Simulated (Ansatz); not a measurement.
Single points on BeH₂.

```yaml
crystal:
  periodic: [false, false, false]
  atoms:
    - {symbol: Be, position_ang: [0.000042, 0.000022, -0.000003]}
    - {symbol: H, position_ang: [-0.019535, -0.024151, 1.341948]}
    - {symbol: H, position_ang: [0.019503, 0.024130, -1.341956]}
basis:
  gaussian: {orbitals: def2-TZVP, initial_orbitals: start.molden}
hamiltonian: {xc: pbe}
correlation: {method: rpa}
scf: {omitted_lower_state_checks: [starts]}
```

The file start.molden holds the orbitals of an earlier run on this structure, at another level or in another basis.

```sh
$ ansatz run in.yaml --threads 4 --pin off --events-out ev --progress --plain --max-ram 3916MiB
```

It prints (some lines left out):

```
Functional definition: PBE
253 factors; integrals over basis functions are off by at most 1.3e-3 eV
mean field evaluation 1: about -431.5722 eV, gradient 2.3e0 eV
mean field evaluation 2: about -431.5814 eV, gradient 9.5e-3 eV
mean field evaluation 4: about -431.5804 eV, gradient 1.8e-6 eV
mean field evaluation 8: about -431.5804 eV, gradient 6.2e-7 eV
mean field -431.58036316 eV, -15.8602858104 hartree, gradient 6.2e-7 eV, S^2 0.000000; 0 other end points of the search recorded, 0 dependent functions left out
reference -428.99829624 eV, -15.7653966013 hartree; 3, 3 occupied and 28, 28 virtual orbitals, 253 factors
Total energy: -434.01531496 eV, -15.9497686388 hartree
Checks for a lower state left out: starts
```

Run time 0.41 s (4 threads of Intel Xeon on a shared host).

As the first input, with `gaussian: {orbitals: STO-3G}`, `hamiltonian: {xc: hf}`, `output: {orbitals: {seedname: orbitals}}` and without the key `correlation` (abridged; 0.1 s):

```
Functional definition: HF
mean field -423.38808023 eV, -15.5592249655 hartree, gradient 7.7e-5 eV, S^2 0.000000
Total energy: -423.38808023 eV, -15.5592249655 hartree
Checks for a lower state left out: starts
```

As the first input, with `hamiltonian: {xc: {name: r2SCANh}, dispersion: d4}`, `output: {orbitals: {seedname: orbitals}}` and without the key `correlation` (abridged; 0.81 s):

```
Functional definition: r2SCANh
mean field -432.36791486 eV, -15.8892278015 hartree, gradient 3.6e-5 eV, S^2 0.000000
Total energy: -432.37231719 eV, -15.8893895842 hartree
Checks for a lower state left out: starts
```

First input, but with `hamiltonian: {xc: {name: BLYP}, dispersion: d4}`, `output: {orbitals: {seedname: orbitals}}` and without the key `correlation` (abridged; 0.36 s):

```
Functional definition: BLYP
mean field -432.53355329 eV, -15.8953149016 hartree, gradient 1.5e-5 eV, S^2 0.000000
Total energy: -432.57513366 eV, -15.8968429522 hartree
Checks for a lower state left out: starts
```

The first input with `gaussian: {orbitals: def2-SVP, initial_orbitals: start.molden}`, `hamiltonian: {xc: pbe0, dispersion: d4}`, `output: {orbitals: {seedname: orbitals}}` and without the key `correlation` (abridged; 0.31 s):

```
Functional definition: PBE0
mean field -431.44636589 eV, -15.8553615017 hartree, gradient 4.8e-5 eV, S^2 0.000000
Total energy: -431.46095099 eV, -15.8558974940 hartree
Checks for a lower state left out: starts
```

The first input with `hamiltonian: {xc: {name: B3LYP}, dispersion: d4}`, `output: {forces: true, orbitals: {seedname: orbitals}}` and without the key `correlation` (abridged; 0.35 s):

```
Functional definition: B3LYP
mean field -433.22108435 eV, -15.9205812022 hartree, gradient 8.5e-5 eV, S^2 0.000000
Total energy: -433.24977269 eV, -15.9216354792 hartree
Atom 0 force    -0.000196    -0.000110    -0.000005 eV/Å
Atom 1 force     0.002841     0.003447    -0.188560 eV/Å
Atom 2 force    -0.002644    -0.003337     0.188565 eV/Å
Dipole moment:     0.000042     0.000024     0.000001 e Å
Checks for a lower state left out: starts
```

The first input with `hamiltonian: {xc: {name: PBE-QIDH}}` and without the key `correlation` (abridged; 0.51 s):

```
Functional definition: PBE-QIDH
mean field -431.20005047 eV, -15.8463095768 hartree, gradient 2.6e-7 eV, S^2 0.000000
second order -2.38956367 eV of doubles, -0.00000000 eV of singles
Total energy: -431.99658287 eV, -15.8755816027 hartree
Checks for a lower state left out: starts
```

Geometry: PBE-D4/def2-TZVP.

B3LYP takes the VWN-RPA correlation. Correlated methods freeze no core orbitals.
